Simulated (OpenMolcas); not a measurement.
A calculation on Co5+.

| Item | Value |
| --- | --- |
| Program | OpenMolcas 26.06 |
| Method | CASSCF |
| Basis | ANO-RCC-VTZP [6s5p3d2f1g] |
| Scalar Hamiltonian | DKH2, point nucleus |
| Active space | 4 electrons in 5 orbitals (3d) |
| State averaging | 2S+1 = 5 even, 5 roots; 2S+1 = 3 even, 45 roots; 2S+1 = 1 even, 50 roots |
| Spin-orbit coupling | RASSI with atomic mean-field integrals over the reference wave functions, term energies averaged over their components |

(1) Which level of the active space comes out lowest?

(2) How high does 3d⁴ ³P₁(1) lie?

(3) How high does 3d⁴ ³F₂(1) lie?

(4) How high does 3d⁴ ⁵D₄ lie?

(5) The level at 35581 cm⁻¹ has J = 3. What is it made of, and what is its g factor?

Measured values: Sugar and Corliss, J. Phys. Chem. Ref. Data 10, 1097 (1981).

Answers

(1) 3d⁴ ⁵D₀, with 100 % of that term; it is also the measured ground level.

(2) 33850 cm⁻¹ above the lowest level; measured 28462 cm⁻¹ above the ground level, so the calculation is off by +19 %.

(3) 35509 cm⁻¹ above the lowest level; measured 30555 cm⁻¹ above the ground level, so the calculation is off by +16 %.

(4) 1977 cm⁻¹ above the lowest level; measured 1782 cm⁻¹ above the ground level, so the calculation is off by +11 %.

(5) 92 % 3d⁴ ³F₃(1), 8 % 3d⁴ ³G; g = 1.059, against 1.084 from Landé's formula for the pure leading term.

Without dynamic correlation excited terms often stand tens of per cent too high (terms of higher spin than the ground term too low), and those without a measured partner can miss by more than the paired ones. Measured partners are found by configuration, term and J. A level has none where our copy of the source lacks it or the pairing is in doubt (some pairs that miss far off the trend of their configuration count as doubtful), and it then counts in no deviation. Levels of configurations outside the active space are missing.

A number in round brackets counts repeated terms of one configuration in the order of the reference energies.
